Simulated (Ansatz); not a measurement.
A run on CH$_{5}$ClOSeSi, SMILES `OC[SiH](Cl)[SeH]` with other settings.

```yaml
crystal:
  periodic: [false, false, false]
  atoms:
    - {symbol: O, position_ang: [-0.309208, 0.295250, 1.999707]}
    - {symbol: C, position_ang: [-0.717858, 0.249421, 0.656989]}
    - {symbol: Si, position_ang: [0.690758, -0.609820, -0.662100]}
    - {symbol: Cl, position_ang: [2.413584, -0.203450, -0.222839]}
    - {symbol: Se, position_ang: [-0.160754, -0.401028, -2.817887]}
    - {symbol: H, position_ang: [-0.049251, -0.908689, 2.345418]}
    - {symbol: H, position_ang: [-1.546352, 0.280453, 0.627843]}
    - {symbol: H, position_ang: [-0.559620, 1.161055, 0.520683]}
    - {symbol: H, position_ang: [0.384512, -1.919351, -0.348476]}
    - {symbol: H, position_ang: [-0.084003, 1.004344, -2.832019]}
basis:
  gaussian: {orbitals: STO-3G, nuclear_model: gaussian}
total_charge: 1
magnetization: {spin_polarized: true, initial_magnetization: 1}
hamiltonian: {xc: {name: B2GP-PLYP}, pseudopotentials: {relativity: none}}
```

```sh
$ ansatz run in.yaml --threads 4 --pin off --events-out ev --progress --plain --max-ram 10444MiB
```

Shortened log:

```
Functional definition: B2GP-PLYP
589 factors; integrals over basis functions are off by at most 3.6e-5 eV
mean field evaluation 1: about -87872.6939 eV, gradient 2.3e1 eV
mean field evaluation 2: about -87872.7660 eV, gradient 2.3e1 eV
mean field evaluation 4: about -87877.0967 eV, gradient 6.3e0 eV
mean field evaluation 8: about -87877.5440 eV, gradient 4.7e-1 eV
mean field evaluation 16: about -87877.8037 eV, gradient 3.0e-2 eV
mean field -87877.80378777 eV, -3229.4497234857 hartree, gradient 2.7e-6 eV, S^2 0.769302; 3 other end points of the search recorded, 0 dependent functions left out
21 core orbitals not correlated: weight in the atoms' cores, before any rotation towards them, 0.999 or more for the frozen orbitals, at most 0.000 for the correlated occupied ones
reference -87877.80389112 eV, -3229.4497272839 hartree; 21, 20 occupied and 9, 10 virtual orbitals, 589 factors
second order -5.16308070 eV of doubles, -0.00000000 eV of singles
Total energy: -87879.66260018 eV, -3229.5180335817 hartree
```

It took 2.3 s on 4 threads of an Arm Neoverse V1 on a shared host, with 0.5 GiB of host memory at the peak.
